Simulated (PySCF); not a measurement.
## Dipole moment and polarisability of `C\C=C/C=C\C=N/C`

Species: C₇H₁₁N.
Geometry (GFN2-xTB, Å), atoms numbered from 1 in this order:
```xyz
19
C7H11N angstrom
C     -3.4530   -0.1858    0.9142
C     -2.7231    0.3418   -0.2720
C     -1.4019    0.3486   -0.4898
C     -0.3991   -0.1654    0.4023
C      0.9334   -0.1674    0.1991
C      1.6237    0.3493   -0.9621
N      2.8712    0.3664   -1.1930
C      3.8277   -0.1641   -0.2622
H     -4.1542   -0.9593    0.5992
H     -4.0362    0.6140    1.3715
H     -2.7885   -0.6036    1.6632
H     -3.3668    0.7645   -1.0338
H     -1.0480    0.7769   -1.4172
H     -0.7575   -0.5928    1.3303
H      1.5615   -0.5939    0.9708
H      1.0198    0.7834   -1.7517
H      3.6718   -1.2317   -0.0804
H      3.7918    0.3533    0.7012
H      4.8176   -0.0249   -0.6969
```

Level: B3LYP/def2-SVPD (PySCF), static field, nuclei fixed, core orbitals frozen in the response. The polarisability tensor in these axes (au):

```
x   192.11  -3.35 -13.39
y    -3.35  66.70  -7.05
z   -13.39  -7.05  79.41
```

**Question.** What are the eigenvalues, a third of the trace, and Δα (Δα² = ½Σ(αi − αj)² over the three pairs)?

**Answer.** Principal values 62.97, 81.52 and 193.73 au; mean 112.74 au = 16.71 Å³ = 18.59 × 10⁻⁴⁰ C²·m²/J; Δα = 122.54 au (109 % of the mean).

**Question.** What is the dipole moment, and where does it point?

**Answer.** (-2.42, -0.73, 1.85) D, 3.13 D in size, pointing from the negative to the positive side. Measured along this direction, the outermost atoms are H19 at the negative end and H10 and H9 at the positive end.

**Question.** Rayleigh depolarisation ratio (linearly polarised light, static tensor)?

**Answer.** ρ = 3Δα²/(45ᾱ² + 4Δα²) = 45048.6/(571949 + 60064.9) = 0.0713.

**Question.** Find the Langevin capture rate constant for NO+ (29.998 u) meeting this molecule (109.089 u), k = 2.342 × 10⁻⁹ cm³/s × √(α in Å³ / reduced mass in u).

**Answer.** The reduced mass is 23.53 u, so k = 1.97 × 10⁻⁹ cm³/s. The formula leaves out the permanent dipole, which adds to the capture rate.

**Question.** Along which axes do the principal values lie, and how far do the nuclei extend along each?

**Answer.** Largest value along (0.99, -0.02, -0.12), where the nuclei span 9.04 Å; middle along (0.09, -0.45, 0.89), 3.30 Å; least along (0.07, 0.90, 0.44), 1.77 Å. The response follows the extents in order.

**Question.** Estimate the molar refractivity from the static electronic polarisability.

**Answer.** Lorentz–Lorenz: R = (4π/3)N_A α = 2.5225 cm³/(mol·Å³) × 16.71 Å³ = 42.1 cm³/mol, in the limit of long wavelengths.

The structure is a single GFN2-xTB conformer in the gas phase; no vibrational or solvent corrections.
